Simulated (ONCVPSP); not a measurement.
## Logarithmic derivatives: Cr, ONCV

Cr (Z = 24), optimised norm-conserving Vanderbilt (ONCV), made with ONCVPSP 4.0.1 (PBE, scalar-relativistic). Core [Ar], reference 3d5.5 4s0.5. Waves: 4s: rc 3.00 bohr, ncon 5, nbas 8, qcut 2.3 1/bohr, 1 projector; p scattering state at 0.24 Ha: rc 2.55 bohr, ncon 5, nbas 8, qcut 3.3 1/bohr, 1 projector; 3d: rc 1.50 bohr, ncon 4, nbas 8, qcut 9.8 1/bohr, 3 projectors, debl 3.6 Ha. Local part: polynomial inside 1.45 bohr (lpopt 4, dvloc0 1 Ha). Core correction: polynomial model core, fcfact 0.25.

The phase is arctan(r·R′/R) of the radial function R(r), unwrapped; energies in Ha, scanned from -2 to 5 Ha. A pole is an energy at which the radial function vanishes at the test radius. The pseudo phase is shifted by a multiple of π to meet the all-electron one at the reference energy, and phase errors are pseudo minus all-electron; the curves can meet again beyond the range given. Levels narrower than the energy grid can be missing from the lists of poles.

**Question.** For each channel, where are the poles, and over which energies does the pseudopotential scatter like the atom?

**Answer.**

```json
{"channel": "s", "radius (bohr)": "3.04", "reference energy (Ha)": "-0.14", "poles, all-electron": "0.51, 3.43", "poles, pseudo": "0.23, 0.64, 3.41", "unbroken range about the reference energy with phases within 0.05 rad": "below 0.2", "phase error 1 Ha above the reference energy (rad)": "-3.085"}
{"channel": "p", "radius (bohr)": "2.59", "reference energy (Ha)": "0.24", "poles, all-electron": "-1.60, 1.54", "poles, pseudo": "1.11, 2.67", "unbroken range about the reference energy with phases within 0.05 rad": "-1.3 to 0.9", "phase error 1 Ha above the reference energy (rad)": "-0.171"}
{"channel": "d", "radius (bohr)": "1.52", "reference energy (Ha)": "-0.07", "poles, all-electron": "0.79", "poles, pseudo": "0.79", "unbroken range about the reference energy with phases within 0.05 rad": "the whole range", "phase error 1 Ha above the reference energy (rad)": "+0.000"}
```

Note: no bound ghost flagged; GHOST(+) flagged for s at 7.4 eV.

Phases in the d channel:

```tsv
E (Ha)	all-electron	pseudo
-1.98	1.059	1.059
-1.62	0.960	0.960
-1.26	0.790	0.790
-0.90	0.456	0.456
-0.54	-0.203	-0.203
-0.18	-0.904	-0.904
0.18	-1.280	-1.280
0.54	-1.478	-1.478
0.90	-1.607	-1.607
1.26	-1.710	-1.710
1.62	-1.809	-1.809
1.98	-1.924	-1.924
2.34	-2.080	-2.080
2.70	-2.327	-2.327
3.06	-2.752	-2.752
3.42	-3.350	-3.350
3.78	-3.841	-3.841
4.14	-4.126	-4.126
4.50	-4.291	-4.291
4.86	-4.395	-4.395
```
